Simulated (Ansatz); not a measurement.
Computed with Ansatz on PBE0-D4/def2-TZVP structures; ΔE is electronic, products minus reactants. CCSD(T)/CBS adds triple-zeta CCSD(T) − MP2 to the extrapolated MP2 energy (def2 sets, frozen cores). This one scheme is used for every species. Functionals use def2-TZVPP. B3LYP here is the variant with VWN-RPA as its local correlation; programs differ in this. One conformer a species, not always the lowest.

Reaction (substitution at a C–C bond): `CCCCC#N` + `OBO` → `N#COBO` + `CCCC`

`CCCCC#N`:

```xyz
15

C     1.524   -0.569   -1.371
C     0.231   -0.586   -0.575
C     0.251    0.395    0.585
C    -1.043    0.399    1.399
C    -2.195    0.815    0.614
N    -3.091    1.151   -0.024
H     1.491   -1.282   -2.197
H     1.711    0.422   -1.795
H     2.381   -0.827   -0.743
H    -0.612   -0.349   -1.233
H     0.046   -1.595   -0.190
H     1.073    0.150    1.265
H     0.442    1.406    0.213
H    -1.248   -0.601    1.796
H    -0.959    1.071    2.258
```

`OBO`:

```xyz
6

O    -0.996   -0.140    0.428
B     0.190   -0.173   -0.243
O     1.124    0.773    0.015
H    -1.591   -0.849    0.177
H     0.441   -1.013   -1.059
H     0.832    1.401    0.683
```

`N#COBO`:

```xyz
7

N     1.153    1.475   -2.149
C     1.001    0.767   -1.252
O     0.889   -0.034   -0.256
B    -0.334   -0.232    0.389
O    -0.281   -1.097    1.406
H    -1.305    0.351    0.016
H    -1.123   -1.230    1.846
```

`CCCC`:

```xyz
14

C     0.099    1.943   -0.064
C    -0.467    0.546   -0.248
C     0.467   -0.546    0.247
C    -0.099   -1.943    0.065
H     1.042    2.061   -0.606
H    -0.590    2.709   -0.428
H     0.299    2.151    0.991
H    -0.690    0.374   -1.308
H    -1.426    0.464    0.278
H     0.692   -0.374    1.306
H     1.426   -0.465   -0.280
H    -0.303   -2.151   -0.989
H    -1.041   -2.060    0.610
H     0.591   -2.709    0.427
```

```csv
level,ΔE (kcal/mol),difference from CCSD(T)/CBS
PBE-D4,20.2,-3.7
r2SCAN-D4,20.7,-3.2
PBE0-D4,21.2,-2.7
B3LYP-D4,20.9,-3.0
ωB97X-V,21.8,-2.1
ωB97M-V,22.6,-1.3
B2PLYP,21.7,-2.2
PBE,19.8,-4.1
r2SCAN,20.6,-3.3
PBE0,20.8,-3.1
B3LYP,20.2,-3.7
HF/def2-TZVPP,21.2,-2.7
MP2/def2-TZVPP,24.3,0.4
SCS-MP2/def2-TZVPP,23.4,-0.5
CCSD/def2-TZVPP,23.2,-0.7
CCSD(T)/def2-TZVPP,23.1,-0.8
HF/def2-QZVPP,21.2,-2.7
MP2/def2-QZVPP,24.7,0.8
SCS-MP2/def2-QZVPP,23.9,0.0
HF/CBS(def2),21.2,-2.7
MP2/CBS(def2),25.1,1.2
CCSD/CBS(def2),23.9,0.0
CCSD(T)/CBS,23.9,0
```

Largest T1 diagnostic among the species: 0.015.

In def2-TZVPP, CCSD(T) changes the Hartree–Fock value by +1.9 kcal/mol (the triples alone add −0.0 kcal/mol) and MP2 by +3.1 kcal/mol. From PBE to PBE0 (25 % exact exchange), in def2-TZVPP and without D4, ΔE moves by +1.1 kcal/mol.
